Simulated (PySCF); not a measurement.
**Stretching CuCl⁻**

Set-up: PySCF, no relativity, basis sets Cu def2-TZVPPD, Cl def2-TZVPPD. Energies in eV from Cu (3d10 4s1) + Cl⁻ in their ground configurations at the same level. State: ²Σ⁺ (doublet), unpaired electrons σ ↑.

| R (Å) | PBE |
| --- | --- |
| 1.907 | -1.044 |
| 1.996 | -1.333 |
| 2.085 | -1.477 |
| 2.151 | -1.521 |
| 2.218 | -1.527 |
| 2.284 | -1.506 |
| 2.373 | -1.450 |
| 2.484 | -1.354 |
| 2.617 | -1.223 |
| 2.795 | -1.047 |

Problem. Put a parabola through the three lowest points of the PBE curve and estimate Re, k and ωe (reduced mass 22.48 u; 1 eV/Å² = 0.16022 mdyn/Å; ωe = 1302.8·√(k/μ) cm⁻¹).

Solution. Through R = 2.151, 2.218, 2.284 Å the second-order coefficient is 3.07 eV/Å², so Re ≈ 2.199 Å, k ≈ 0.982 mdyn/Å and ωe ≈ 272 cm⁻¹. A polynomial fit of higher order to the unrounded PBE energies gives Re = 2.197 Å, k = 1.09 mdyn/Å, ωe = 286 cm⁻¹; anharmonicity and rounding make the difference.

The higher-order fit for each curve: PBE: Re = 2.197 Å, ωe = 286 cm⁻¹, De = 1.53 eV.

For an ion De counts to the pair picked by the measured ionisation energies or electron affinities, which need not be the lowest pair at this level. The highest Kohn–Sham level is positive in this anion. Much of that is self-interaction error, but it also means that the finite basis helps to hold the extra electron. With d or f electrons several states lie close, and the lowest PBE0 determinant need not be the measured ground state.
